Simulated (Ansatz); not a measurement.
Basis-set extrapolation for C2H9NSSi (`C[SiH](N)CS`) (PBE0-D4/def2-TZVP geometry, frozen core, Ansatz 0.2.0). Multiplicity 1, RHF reference.

```csv
,def2-TZVPP,def2-QZVPP
HF,-822.015375,-822.042533
MP2 correlation,-0.875722,-0.938969
CCSD(T) correlation,-0.974992,not run
```

Energies in hartree. Use E(X) = E(∞) + A·exp(−7.88·√X) for Hartree–Fock and E(X) = E(∞) + B·X^(−2.97) for correlation, with X = 3 and 4, and add CCSD(T) minus MP2 of the smaller set to the MP2 limit.

Task: What is the CCSD(T) energy at the basis-set limit?

Result: HF limit: -822.042533 + (-0.027158) × 0.13774 = -822.04627. MP2 limit: -0.938969 + (-0.063247) × 0.74074 = -0.98582. Higher-order term: -0.974992 − (-0.875722) = -0.09927. Total: -823.13136 hartree, 3.84 eV below CCSD(T)/def2-TZVPP.
